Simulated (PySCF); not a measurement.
`O=Cc1ccncc1` (4-pyridine carbaldehyde). Structure optimised with GFN2-xTB, isolated species.

```
atom  x, y, z in Å
O1     2.8295    0.9719    0.0110
C2     2.1363   -0.0079   -0.0538
C3     0.6623   -0.0048   -0.0167
C4    -0.0621   -1.1926   -0.1010
C5    -1.4458   -1.1200   -0.0618
N6    -2.1098    0.0173    0.0510
C7    -1.4239    1.1449    0.1306
C8    -0.0397    1.1947    0.1027
H9     2.5756   -1.0210   -0.1505
H10    0.4435   -2.1418   -0.1946
H11   -2.0556   -2.0117   -0.1244
H12   -2.0161    2.0458    0.2209
H13    0.5015    2.1256    0.1687
```

Task: Give the dihedral angles O1–C2–C3–C8, C2–C3–C4–H10, C4–C5–N6–C7, H10–C4–C5–N6.

Result: O1–C2–C3–C8 0° (synperiplanar); C2–C3–C4–H10 0° (synperiplanar); C4–C5–N6–C7 0° (synperiplanar); H10–C4–C5–N6 180° (antiperiplanar). Dihedral signs follow IUPAC: positive where, seen along the central bond, the front bond turns clockwise onto the rear one.

Task: Which two atoms are farthest apart?

Result: O1···H11, 5.73 Å; the next longest distance is 5.53 Å.

Task: Work out the bond lengths C4–C5, C4–H10, C5–H11, N6–C7, C7–C8 in bohr.

Result: For C4–C5 the difference vector is (-1.3837, 0.0726, 0.0392) Å, of length 1.3862 Å. 1 bohr = 0.529177 Å. C4–C5 2.619; C4–H10 2.040; C5–H11 2.045; N6–C7 2.499; C7–C8 2.618 bohr.

Task: How far apart are these pairs, which share no bond: O1···C3, O1···N6, C3···C5, C8···H11, H9···H13?

Result: O1···C3 2.377 Å (2 bonds apart); O1···N6 5.031 Å (5 bonds apart); C3···C5 2.385 Å (2 bonds apart); C8···H11 3.794 Å (4 bonds apart); H9···H13 3.782 Å (4 bonds apart).

Task: How far are the heavy atoms from their best plane (unweighted least squares)?

Result: 0.001 Å rms; none is more than 0.001 Å off.

Task: Where is the centre of mass (commonest isotopes), and what is the radius of gyration?

Result: Mass 107.037 u; centre at (0.122, 0.140, 0.008) Å; Rg = √(Σ m r²/M) = 1.960 Å. As Ia + Ib + Ic = 2 Σ m r², the three principal moments sum to 822.1 u·Å².

No frequency check. One conformer, not necessarily the lowest.

All values are computed, not measured.
